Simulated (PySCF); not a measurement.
Spinor energies of Tl⁴⁺ (thallium, charge +4)

Start: [Xe] 4f14 5d9; 5d3/2 filled at m_j = -1/2, +1/2, +3/2; 5d5/2 filled at m_j = -5/2, -3/2, -1/2, +1/2, +3/2, +5/2. Calculated with PySCF 2.14 in x2c-SVPall-2c: generalised Hartree-Fock with the X2C-1e Hamiltonian and a Gaussian nucleus; one run each with spin-orbit coupling (SO) screened by Boettger's factors, then bare. This is a chosen level, not necessarily the ground level.

| spinor shell | electrons | ε, screened SO (eV) | ε, bare SO (eV) | weight of nominal j (bare SO) | rms radius, bare SO (bohr) |
| --- | --- | --- | --- | --- | --- |
| 1s1/2 | 2 | -86027.7 | -86025.5 | 1.000 | 0.0184 |
| 2s1/2 | 2 | -15513.0 | -15512.3 | 1.000 | 0.0743 |
| 2p1/2 | 2 | -14870.2 | -14916.9 | 1.000 | 0.0626 |
| 2p3/2 | 4 | -12798.6 | -12784.6 | 1.000 | 0.0711 |
| 3s1/2 | 2 | -3813.9 | -3813.7 | 1.000 | 0.189 |
| 3p1/2 | 2 | -3524.9 | -3535.2 | 1.000 | 0.181 |
| 3p3/2 | 4 | -3057.5 | -3054.3 | 1.000 | 0.198 |
| 3d3/2 | 4 | -2585.0 | -2593.5 | 1.000 | 0.173 |
| 3d5/2 | 6 | -2486.4 | -2480.9 | 1.000 | 0.178 |
| 4s1/2 | 2 | -929.01 | -928.95 | 1.000 | 0.416 |
| 4p1/2 | 2 | -803.05 | -805.60 | 1.000 | 0.419 |
| 4p3/2 | 4 | -687.97 | -687.17 | 1.000 | 0.454 |
| 4d3/2 | 4 | -481.45 | -483.29 | 1.000 | 0.468 |
| 4d5/2 | 6 | -460.31 | -459.11 | 1.000 | 0.474 |
| 5s1/2 | 2 | -200.59 | -200.58 | 1.000 | 0.937 |
| 4f5/2 | 6 | -191.54 | -192.87 | 1.000 | 0.511 |
| 4f7/2 | 8 | -187.26 | -186.22 | 1.000 | 0.514 |
| 5p1/2 | 2 | -154.92 | -155.41 | 0.999 | 0.999 |
| 5p3/2 | 4 | -134.95 | -134.81 | 1.000 | 1.09 |
| 5d3/2 | 3 | -69.564 | -69.754 | 0.981 | 1.40 |
| 5d5/2 | 6 | -67.467 | -67.342 | 0.991 | 1.41 |

| quantity | screened SO | bare SO |
| --- | --- | --- |
| E (hartree) | -20259.98752 | -20262.04587 |
| M_J | 3/2 | 3/2 |
| ⟨J²⟩ | 3.752 | 3.752 |
| ⟨L²⟩ | 6.184 | 6.195 |
| ⟨S²⟩ | 0.929 | 0.941 |

Each row is a mean over spinors that exchange with the open shell spreads, by up to 4.037 eV (5p1/2).

Breit and QED terms are absent; they matter most for the inner s and p1/2 levels.

Densities and radii are taken from the X2C orbitals without a picture-change correction, which distorts them close to the nucleus.
